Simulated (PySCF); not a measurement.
# Reading the logs of faulty runs: CGeH7NSi

Calculated results; nothing here was measured. The program is PySCF 2.14.0, an open-source quantum chemistry code, run on an isolated molecule that a program drew, which may never have been made. The molecule is CGeH7NSi (charge 0, singlet), drawn as the SMILES string `[SiH2]=C[NH][GeH3]`.

Each row is a Hartree-Fock (HF) and frozen-core CCSD(T) single point in the cc-pV(D+d)Z basis, meant for a local HF minimum. Run 1 is clean. Each other run has one planted mistake out of seven kinds, and not every kind appears here: one electron removed, one electron added, multiplicity raised by two, geometry at a saddle point, minimal basis STO-3G, one bond length entered in bohr, all coordinates scaled. The reference is restricted for singlets and unrestricted otherwise, and also for a bond in bohr. Adding or removing an electron swaps singlet and doublet. Electrons count all cores. HOMO and LUMO are orbital energies over both spins, the gradient is its largest component, and the lowest frequency (negative if imaginary) is given only where the gradient is small. Bond lengths are over the 10 bonds as drawn. T1 is the CCSD diagnostic: over 0.02 (restricted) or 0.045 (unrestricted) a single reference is doubtful. Germanium has the cc-pVDZ-PP basis, with a core potential (ECP10MDF) in place of its 10 inner electrons, and its 3s, 3p and 3d shells are frozen in CCSD(T).

Geometry of the clean run:
```xyz
11
CGeH7NSi, angstrom
Si    1.8381    2.6483    0.2697
C     1.4412    0.8784    0.5776
N     0.5493    0.0959   -0.0217
Ge    0.5565   -1.7800   -0.0893
H     0.5113    3.2744   -0.0421
H     2.2342    3.1183    1.6311
H     2.1636    0.3238    1.1789
H    -0.1391    0.5873   -0.5647
H    -0.9027   -2.2175   -0.0393
H     1.3466   -2.2242    1.1343
H     1.2197   -2.2401   -1.3846
```

```
run,electrons,basis functions,<S^2>,HOMO (eV),LUMO (eV),gradient (hartree/bohr),lowest frequency (cm^-1),mean bond (Å),longest bond (Å),T1,HF (hartree),CCSD(T) (hartree),mistake
1,66,109,0.000,-6.80,2.34,8.2e-06,54,1.4709,1.877,0.0231,-678.63158,-679.21646,no fault
2,66,109,1.294,-8.00,0.66,3.4e-02,-,1.6380,3.547,0.0416,-678.58543,-679.13527,one bond length entered in bohr
3,67,109,0.783,0.10,6.90,7.0e-02,-,1.4709,1.877,0.0234,-678.59501,-679.17658,one electron added
4,66,109,2.014,-6.40,1.13,5.6e-02,-,1.4709,1.877,0.0169,-678.60336,-679.14977,?
```

**Which mistake was planted in run 4, and what did it cost?**

Electrons, basis and geometry are unchanged, and <S^2> is 2.014, beside S(S+1) = 2.00 for a multiplicity of 3. So the mistake is: multiplicity raised by two. Subtracting run 1 and multiplying by 627.51 kcal/mol a hartree, the energy moved by 17.7 kcal/mol in HF and 41.8 kcal/mol in CCSD(T).

Cautions from the logs. Run 1: T1 is over the limit, so its CCSD(T) energy is less reliable; run 3: the HOMO is above zero, so the electron isn't bound and the energy depends on the basis.
